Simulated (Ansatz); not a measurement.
C$_{2}$H$_{7}$BO$_{2}$ (`OBCCO`) from Hartree–Fock to CCSD(T)

```
atom   x (Å)   y (Å)   z (Å)
  O1   0.460   2.198   1.125
  B2   0.361   1.359   0.066
  C3   0.336  -0.185   0.318
  C4  -0.559  -0.971  -0.623
  O5  -0.400  -2.371  -0.515
  H6   0.507   3.123   0.874
  H7   0.321   1.821  -1.048
  H8   1.369  -0.534   0.166
  H9   0.090  -0.401   1.364
 H10  -0.318  -0.729  -1.662
 H11  -1.611  -0.692  -0.466
 H12  -0.556  -2.618   0.400
```

The species carries charge 0 and has multiplicity 1. Geometry: relaxed with PBE0-D4/def2-TZVP. It is one conformer, not always the lowest. Frozen core, restricted reference, Ansatz 0.2.0. CBS rows extrapolate triple and quadruple zeta; past MP2 they add the triple-zeta difference.

```json
{"basis": "def2-TZVPP", "HF (Eh)": "?", "MP2 corr.": "?", "CCSD corr.": "-0.96407", "(T)": "-0.03550", "CCSD(T) total": "?"}
{"basis": "def2-QZVPP", "HF (Eh)": "?", "MP2 corr.": "-0.99609", "CCSD corr.": "–", "(T)": "–", "CCSD(T) total": "–"}
{"basis": "CBS(def2)", "HF (Eh)": "-254.38750", "MP2 corr.": "?", "CCSD corr.": "-1.08209", "(T)": "as TZ", "CCSD(T) total": "?"}
```

(1) Fill in the withheld values. (An estimate is asked.)

Answers

(1) The calculation gave: def2-TZVPP HF (Eh): -254.37353; def2-TZVPP MP2 corr.: -0.92829; def2-TZVPP CCSD(T) total: -255.37310; def2-QZVPP HF (Eh): -254.38581; CBS(def2) MP2 corr.: -1.04631; CBS(def2) CCSD(T) total: -255.50509.
